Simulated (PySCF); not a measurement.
## [TmH3(H2O)]− at several levels of theory

Computed with PySCF 2.14.0 (density fitting, no spin-orbit coupling) at the geometry relaxed with PBE0:

```xyz
7
[TmH3(H2O)]− (singlet in the valence; each metal's 4f electrons, 13 of them, lie in its core potential, out of spins and levels)
Tm   -0.2861   -0.3384    0.3384
H     0.3658    1.8227    0.7342
H    -0.9407   -1.8660    1.8660
H     0.3658   -0.7342   -1.8227
O    -1.1868    1.3439   -1.3439
H    -0.5781    1.8593   -0.7512
H    -0.5781    0.7512   -1.8593
```

```json
{"level": "PBE0", "basis": "Tm lcecp-0-SVP with ECP59, H def2-SVP, O def2-SVP", "state": "singlet", "HOMO (eV)": "–", "gap (eV)": "–", "charge on Tm1 (e)": "0.00", "population of f-type functions on Tm1 (polarisation alone where 4f lies in the core)": "0.01", "dipole about the centre of mass (D)": "0.36", "largest force component (eV/Å)": "0.02"}
{"level": "TPSSh", "basis": "the same", "state": "singlet", "HOMO (eV)": "–", "gap (eV)": "–", "charge on Tm1 (e)": "0.07", "population of f-type functions on Tm1 (polarisation alone where 4f lies in the core)": "0.01", "dipole about the centre of mass (D)": "0.41", "largest force component (eV/Å)": "0.39"}
{"level": "PBE0", "basis": "Tm lcecp-0-TZVP with ECP59, H def2-TZVP, O def2-TZVP", "state": "singlet", "HOMO (eV)": "–", "gap (eV)": "–", "charge on Tm1 (e)": "0.43", "population of f-type functions on Tm1 (polarisation alone where 4f lies in the core)": "0.01", "dipole about the centre of mass (D)": "0.48", "largest force component (eV/Å)": "0.19"}
```

In the lcecp rows the 4f levels are missing from HOMO and gap, and the state counts the valence alone.

Charges are Mulliken's, which hang on the basis. The relaxation used the grid (50, 194), these runs (75, 302) or, all-electron (x2c bases, spin-free X2C Hamiltonian), (99, 590).

Problem. What does BLYP with Tm lcecp-0-SVP with ECP59, H def2-SVP, O def2-SVP give here?

Solution. state singlet, charge on Tm1 (e) -0.16, population of f-type functions on Tm1 (polarisation alone where 4f lies in the core) 0.01, dipole about the centre of mass (D) 0.42, largest force component (eV/Å) 0.85. Time: 4.2 s on 2 threads of Arm Neoverse V1, with other jobs on the host, from an already converged density.

An lcecp potential fixes the number of 4f electrons, so in runs with it no electron can move into or out of that shell.
